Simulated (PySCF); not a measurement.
C₄H₉NSi, SMILES C=C=C[Si@@H](C)N.

Geometry optimised at r2SCAN-D4/def2-SVP. The structure was generated by enumeration; whether it is a known compound was not checked. Other conformers were not sampled.

Two levels are set side by side: PBE/def2-TZVP (PySCF) and HF/def2-TZVP (PySCF). Same geometry, gas phase. Differences are taken from unrounded values.

| quantity | HF |
|---|---|
| orbital gap (eV) | 13.18 |
| highest occupied level (eV) | -9.81 |
| lowest empty level (eV) | 3.38 |
| dipole moment (D) | 0.87 |
| mean polarisability (bohr³) | 80.9 |

### Question
What does PBE give, and how far is it from HF? (The exact figures need the calculation; the answer reports its results.)

### Answer

| quantity | PBE | PBE minus HF |
|---|---|---|
| orbital gap (eV) | 4.77 | -8.41 |
| highest occupied level (eV) | -5.86 | 3.95 |
| lowest empty level (eV) | -1.09 | -4.46 |
| dipole moment (D) | 0.93 | 0.06 |
| mean polarisability (bohr³) | 87.8 | 6.9 |

PBE's occupied levels lie high since its potential decays too fast outside the molecule; exact exchange lowers them and widens the gap. PBE's more diffuse valence density responds more strongly to a field. Differences between two approximate levels are no errors against the true value.

Rough cost on one machine, each run with all the roots and properties that it gave: HF against PBE about 1/3.
